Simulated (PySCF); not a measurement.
## Polarisability and C₆ of Tl⁺ (thallium, charge +1)

[Xe] 4f14 5d10 6s2, closed-shell 1S. Calculation: PySCF 2.14, in aug-cc-pVQZ-DK3; scalar relativity by spin-free X2C-1e. Coupled (time-dependent) response in atomic units; α is the mean over directions.

```
method  mean α (bohr³)  C₆ (like pair)  S(−4)
  PBE0           20.72           164.3  128.3
```

S(−4) is the Cauchy moment in α(ω) = α(0) + S(−4) ω² + …

α(iu) at PBE0:

| u (hartree) | α(iu) (bohr³) |
| --- | --- |
| 0 | 20.72 |
| 0.0500 | 20.40 |
| 0.100 | 19.53 |
| 0.200 | 16.86 |
| 0.300 | 14.06 |
| 0.500 | 9.908 |
| 0.750 | 6.962 |
| 1.00 | 5.262 |
| 1.50 | 3.390 |
| 2.00 | 2.381 |
| 3.00 | 1.348 |
| 5.00 | 0.5867 |

A single London oscillator, α(iu) = α/(1 + u²/ω²), gives C₆ = (3/4) ω α². Matching the computed C₆ needs ω = 4 × 164.3 / (3 × 20.72²) = 0.510 hartree.

For an ion, C₆ is the dispersion term alone; charge-induced terms of lower order in 1/R come first.

Spin-orbit coupling, which splits the p, d and f shells strongly at this Z, is absent.
